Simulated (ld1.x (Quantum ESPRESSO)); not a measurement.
## Pseudopotential generation for erbium (Er): TM, LDA (PZ), scalar-relativistic.

- Element: erbium
- Generator: ld1.x (Quantum ESPRESSO) 7.5
- Type: norm-conserving Troullier–Martins (Kleinman–Bylander form)
- Functional: LDA (PZ)
- Relativity: scalar-relativistic
- Frozen core: [Kr] 4d10
- Valence charge: 22
- Reference configuration: 4f12 5s2 5p6 5d0 6s1 6p1
- Partial waves: 5p (bound): rc 1.40 bohr; 5d (bound, empty): rc 2.40 bohr; 4f (bound): rc 1.05 bohr; 5s (bound): rc 1.90 bohr
- Local potential: the s channel
- Core correction: a·sin(br)/r model core inside 0.65 bohr

Occupied shells without a wave of their own: 6p, 6s. They enter only through the test configuration that unscreens the potential, and ld1.x also counts them in the model core charge.

**Question.** Does the generator finish with these settings?

**Answer.** No. ld1.x (Quantum ESPRESSO) 7.5 stopped with "run_pseudo: Errors in PS-KS equation": the pseudo-atom solver did not find the valence states with the expected number of nodes, which is the usual sign of a ghost state. Before that it printed "Warning: n=4, l=3 expected 0 nodes, found 1".
